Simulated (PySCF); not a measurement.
Computed properties of Mo(O)2(Br)(NH2) (BrH2MoNO2), SMILES [NH2][Mo](=[O])(=[O])[Br], multiplicity 1

BrH₂MoNO₂, SMILES [NH2][Mo](=[O])(=[O])[Br], multiplicity 1. The structure is a stationary point at B3LYP-D3(BJ)/def2-SVP. The spin state was assumed, not searched. The structure was generated by enumeration; whether it is a known compound was not checked. The def2 effective core potentials stand for the cores of Mo; spin–orbit coupling is left out. The values are those of a single conformer. All values are computed for the isolated molecule unless a solvent is named; none is compared with measurement here.

**Structure.** The optimised structure has Cs symmetry. All 15 harmonic modes at B3LYP-D3(BJ)/def2-SVP (PySCF) are real, so it is a minimum. With heavy atoms numbered as in [Mo:1](=[O:2])(=[O:3])([Br:4])[NH2:5], the shortest bond between them is Mo1–O3 at 1.685 Å and the longest Mo1–Br4 at 2.445 Å.

**Vibrations.** The strongest infrared lines (harmonic, unscaled, degenerate partners summed) lie at 528 cm⁻¹ (191 km/mol, H 74 %, N 23 %), 1023 cm⁻¹ (186 km/mol, O 80 %, Mo 20 %), 3527 cm⁻¹ (150 km/mol, H 96 %). The softest mode is at 146 cm⁻¹ and the zero-point energy is 20.6 kcal/mol.

**Electronic structure.** ωB97X/def2-TZVP (PySCF) places the frontier levels at -10.83 and -0.78 eV, a gap of 10.05 eV, and gives a dipole moment of 3.95 D and a mean polarisability of 71.0 bohr³. PBE/def2-TZVP (PySCF) at the same geometry gives -7.26 and -3.43 eV, so its gap is 6.22 eV narrower. An orbital gap is neither the optical nor the fundamental gap.

**Excitations.** TDA-CAM-B3LYP/def2-SVPD (PySCF) has S1 at 4.60 eV (269 nm, f = 0.000, dark); the most intense of the 10 singlets computed lies at 4.89 eV (f = 0.08). T1 (TDA) is at 3.71 eV, 0.89 eV under S1. TDA-PBE/def2-SVPD (PySCF) puts S1 at 3.89 eV. No vertical singlet excitation falls in the visible range (under 3.1 eV).
